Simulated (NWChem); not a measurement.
System: GeSiH$_{3}$Br, singlet; SMILES [SiH3][Ge][Br]

Here is an NWChem input.

```
start job
memory heap 200 mb stack 900 mb global 1100 mb
geometry units angstroms noautoz
  Ge     0.874025    -0.486858    -0.409143
  Br    -0.266270     1.414152     0.481105
  Si    -1.059876    -2.049612    -0.060634
  H     -0.736243    -3.432104    -0.524042
  H     -2.254788    -1.578142    -0.818234
  H     -1.415002    -2.121071     1.386135
end
basis spherical
  * library def2-svp
end
dft
  xc pbe0
  iterations 150
end
tddft
  cis
  nroots 6
  notriplet
end
task tddft energy
```

Low-valent species are run as closed-shell singlets; no triplet was tried in these runs. The geometry was optimised at B3LYP/6-31G* (spherical d).

Vertical excitations in the gas phase.

### Question
Give the results of this calculation. (PBE0/def2-SVP, TDA.) Quantities: basis functions; lowest excitation, singlet (eV); oscillator strength of that lowest state; orbital gap (eV).

### Answer
```
Quantity                                  Result
----------------------------------------  ------
number of basis functions                     97
lowest excitation, singlet (eV)             1.92
oscillator strength of that lowest state   0.002
orbital gap (eV)                            3.19
```
